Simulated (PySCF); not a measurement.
Here is a job for PySCF.
```python
from pyscf import gto, scf, cc

mol = gto.M(
    atom='''
Si   -0.00000000    0.00000000   -0.00000000
H     0.85687118    0.83207387    0.84090169
H    -0.85685565   -0.82713035    0.84578045
H    -0.82961346    0.85438800   -0.84584481
H     0.82959793   -0.85933152   -0.84083733
''',
    basis='aug-cc-pvdz',
    verbose=4,
)

mf = scf.RHF(mol)
mf.kernel()

mycc = cc.CCSD(mf, frozen=5)
mycc.kernel()
et = mycc.ccsd_t()
print('E(CCSD(T)) = %.10f' % (mycc.e_tot + et))
```

Task: What does this run give for the SCF-reference Mulliken (on the basis functions themselves) charges in atom order, coupled-cluster correlation energy (without the perturbative part), nuclear repulsion energy, SCF-reference HOMO-LUMO gap, number of basis functions, SCF-reference dipole moment?

Result: 
```json
{
 "SCF-reference Mulliken (on the basis functions themselves) charges in atom order": "Si1 0.32, H2 -0.08, H3 -0.08, H4 -0.08, H5 -0.08",
 "coupled-cluster correlation energy (without the perturbative part)": "-0.1532 Eh",
 "nuclear_repulsion_energy": "21.6183 Eh",
 "SCF-reference HOMO-LUMO gap": "14.28 eV",
 "number_of_basis_functions": "63",
 "SCF-reference dipole moment": "0.00 D"
}
```
